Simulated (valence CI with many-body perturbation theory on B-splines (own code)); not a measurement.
Values are calculated unless marked as measured or tabulated.
Energy levels of Hf XXII

Method: configuration interaction combined with many-body perturbation theory (CI+MBPT): five valence electrons over a frozen Dirac-Fock core [Kr] 4d10, radial functions for each j: 7 s, 7 p, 7 d, 7 f, 4 g, 2 h, with the one-electron correlation potential Σ1, the two-electron term Σ2, the three-electron term Σ3, Breit, model QED; selected CI, second order for the rest, scaled by the run's own slope (own B-spline code, finite nucleus).

No measured levels were compared; by estimate terms of the open shell hold to a few per cent of their energy, and close levels can change places. Among the levels kept, up to 990 cm⁻¹ of a level comes from second order outside the variational space, and about a tenth of that is noise between levels of different J, which matters for small intervals. Only levels of the ground parity were solved; by the run's estimate the other parity begins above the list, which can be wrong where configurations are misplaced.

Levels 1 to 45 of 194, with energies above the lowest level, 4f⁵ ⁶H°_5/2. "Leading %" is the weight of the configuration and term that name the level; weights of strongly mixed levels are sums over their largest components and can fall short. In the jj column 3d3/2^4 stands for four electrons in 3d with j = 3/2.

| No. | Configuration | Term | J | E (cm⁻¹) | Leading % | Second component | Leading jj |
| --- | --- | --- | --- | --- | --- | --- | --- |
| 1 | 4f⁵ | ⁶H° | 5/2 | 0.0 | 78 | 18 % 4f⁵ ⁴G° | 4f5/2^5 (38 %) |
| 2 | 4f⁵ | ⁶H° | 7/2 | 7193 | 87 | 11 % 4f⁵ ⁴G° | 4f5/2^4 4f7/2 (59 %) |
| 3 | 4f⁵ | ⁶H° | 9/2 | 14131 | 91 | 5 % 4f⁵ ⁴G° | 4f5/2^3 4f7/2^2 (62 %) |
| 4 | 4f⁵ | ⁶F° | 3/2 | 19839 | 78 | 11 % 4f⁵ ⁴F° | 4f5/2^4 4f7/2 (62 %) |
| 5 | 4f⁵ | ⁶F° | 1/2 | 20060 | 87 | 11 % 4f⁵ ⁴D° | 4f5/2^3 4f7/2^2 (45 %) |
| 6 | 4f⁵ | ⁶F° | 5/2 | 20449 | 64 | 16 % 4f⁵ ⁴F° | 4f5/2^3 4f7/2^2 (34 %) |
| 7 | 4f⁵ | ⁶H° | 11/2 | 20485 | 90 | 5 % 4f⁵ ⁴I° | 4f5/2^3 4f7/2^2 (46 %) |
| 8 | 4f⁵ | ⁶H° | 13/2 | 26177 | 84 | 12 % 4f⁵ ⁴I° | 4f5/2^3 4f7/2^2 (38 %) |
| 9 | 4f⁵ | ⁶F° | 7/2 | 26558 | 77 | 13 % 4f⁵ ⁴F° | 4f5/2^3 4f7/2^2 (47 %) |
| 10 | 4f⁵ | ⁶H° | 15/2 | 30802 | 70 | 22 % 4f⁵ ⁴I° | 4f5/2^2 4f7/2^3 (32 %) |
| 11 | 4f⁵ | ⁶F° | 9/2 | 33338 | 85 | 8 % 4f⁵ ⁴F° | 4f5/2^3 4f7/2^2 (44 %) |
| 12 | 4f⁵ | ⁶F° | 11/2 | 40027 | 86 | 13 % 4f⁵ ⁴G° | 4f5/2^2 4f7/2^3 (39 %) |
| 13 | 4f⁵ | ⁴G° | 5/2 | 40631 | 28 | 24 % 4f⁵ ⁶F° | 4f5/2^3 4f7/2^2 (45 %) |
| 14 | 4f⁵ | ⁴M° | 15/2 | 44969 | 52 | 20 % 4f⁵ ²L° | 4f5/2^4 4f7/2 (62 %) |
| 15 | 4f⁵ | ⁴F° | 3/2 | 46476 | 82 | 13 % 4f⁵ ⁶F° | 4f5/2^3 4f7/2^2 (63 %) |
| 16 | 4f⁵ | ⁴I° | 9/2 | 50780 | 77 | 14 % 4f⁵ ²H° | 4f5/2^3 4f7/2^2 (48 %) |
| 17 | 4f⁵ | ⁴L° | 13/2 | 51067 | 40 | 28 % 4f⁵ ⁴K° | 4f5/2^4 4f7/2 (51 %) |
| 18 | 4f⁵ | ⁴K° | 11/2 | 51425 | 49 | 35 % 4f⁵ ⁴I° | 4f5/2^4 4f7/2 (45 %) |
| 19 | 4f⁵ | ⁴G° | 7/2 | 52288 | 51 | 17 % 4f⁵ ⁴F° | 4f5/2^3 4f7/2^2 (42 %) |
| 20 | 4f⁵ | ⁴P° | 5/2 | 55066 | 31 | 22 % 4f⁵ ⁶P° | 4f5/2^3 4f7/2^2 (46 %) |
| 21 | 4f⁵ | ⁴M° | 17/2 | 56008 | 70 | 16 % 4f⁵ ⁴L° | 4f5/2^3 4f7/2^2 (92 %) |
| 22 | 4f⁵ | ⁴K° | 15/2 | 61561 | 28 | 25 % 4f⁵ ⁴M° | 4f5/2^3 4f7/2^2 (58 %) |
| 23 | 4f⁵ | ²P° | 1/2 | 61648 | 60 | 29 % 4f⁵ ⁴D° | 4f5/2^4 4f7/2 (52 %) |
| 24 | 4f⁵ | ⁴G° | 9/2 | 62284 | 59 | 22 % 4f⁵ ⁴H° | 4f5/2^3 4f7/2^2 (68 %) |
| 25 | 4f⁵ | ⁶P° | 3/2 | 63034 | 52 | 33 % 4f⁵ ⁴P° | 4f5/2^3 4f7/2^2 (73 %) |
| 26 | 4f⁵ | ⁴M° | 19/2 | 63421 | 73 | 15 % 4f⁵ ⁴L° | 4f5/2^3 4f7/2^2 (57 %) |
| 27 | 4f⁵ | ⁴F° | 5/2 | 63449 | 62 | 23 % 4f⁵ ⁴G° | 4f5/2^2 4f7/2^3 (54 %) |
| 28 | 4f⁵ | ⁴L° | 13/2 | 66374 | 45 | 28 % 4f⁵ ⁴I° | 4f5/2^3 4f7/2^2 (52 %) |
| 29 | 4f⁵ | ⁴L° | 15/2 | 66497 | 37 | 21 % 4f⁵ ²K° | 4f5/2^3 4f7/2^2 (69 %) |
| 30 | 4f⁵ | ⁴M° | 21/2 | 67728 | 72 | 24 % 4f⁵ ²N° | 4f5/2^3 4f7/2^2 (58 %) |
| 31 | 4f⁵ | ⁴H° | 11/2 | 68184 | 34 | 26 % 4f⁵ ⁴I° | 4f5/2^3 4f7/2^2 (43 %) |
| 32 | 4f⁵ | ⁴K° | 11/2 | 68961 | 40 | 35 % 4f⁵ ⁴I° | 4f5/2^2 4f7/2^3 (58 %) |
| 33 | 4f⁵ | ⁴H° | 7/2 | 69871 | 57 | 21 % 4f⁵ ²G° | 4f5/2^3 4f7/2^2 (49 %) |
| 34 | 4f⁵ | ²G° | 9/2 | 70791 | 25 | 18 % 4f⁵ ⁴F° | 4f5/2^4 4f7/2 (49 %) |
| 35 | 4f⁵ | ⁴D° | 7/2 | 71101 | 42 | 25 % 4f⁵ ⁶P° | 4f5/2^2 4f7/2^3 (41 %) |
| 36 | 4f⁵ | ⁴K° | 13/2 | 71127 | 36 | 30 % 4f⁵ ²K° | 4f5/2^3 4f7/2^2 (68 %) |
| 37 | 4f⁵ | ⁴L° | 17/2 | 71129 | 50 | 18 % 4f⁵ ²M° | 4f5/2^3 4f7/2^2 (62 %) |
| 38 | 4f⁵ | ⁶P° | 5/2 | 74206 | 45 | 20 % 4f⁵ ⁴D° | 4f5/2^3 4f7/2^2 (49 %) |
| 39 | 4f⁵ | ⁴F° | 7/2 | 75515 | 52 | 13 % 4f⁵ ⁶P° | 4f5/2^2 4f7/2^3 (45 %) |
| 40 | 4f⁵ | ⁴D° | 3/2 | 75636 | 61 | 16 % 4f⁵ ⁶P° | 4f5/2^2 4f7/2^3 (63 %) |
| 41 | 4f⁵ | ⁴H° | 13/2 | 76023 | 59 | 17 % 4f⁵ ⁴I° | 4f5/2^3 4f7/2^2 (61 %) |
| 42 | 4f⁵ | ⁴H° | 9/2 | 77232 | 51 | 18 % 4f⁵ ⁴G° | 4f5/2^2 4f7/2^3 (53 %) |
| 43 | 4f⁵ | ⁴K° | 17/2 | 77344 | 54 | 24 % 4f⁵ ²L° | 4f5/2^2 4f7/2^3 (76 %) |
| 44 | 4f⁵ | ⁴G° | 7/2 | 77844 | 68 | 15 % 4f⁵ ⁴H° | 4f5/2^3 4f7/2^2 (52 %) |
| 45 | 4f⁵ | ⁴G° | 5/2 | 80339 | 86 | 5 % 4f⁵ ²F° | 4f5/2^2 4f7/2^3 (55 %) |

Names give the largest LS component (configuration and term), which can be under half, so a name can repeat, a term be missing and a line seem to break the LS rules; names also repeat where a configuration has a term twice.

Where two levels of one J and parity lie close, their mixing, g and order are uncertain.

The ionisation energy to 4f⁴ ⁵I4 of the next ion comes out as 582.1 eV (NIST: 610 ± 30 eV (theoretical)). All 194 levels together are meant to be complete up to 261080 cm⁻¹.
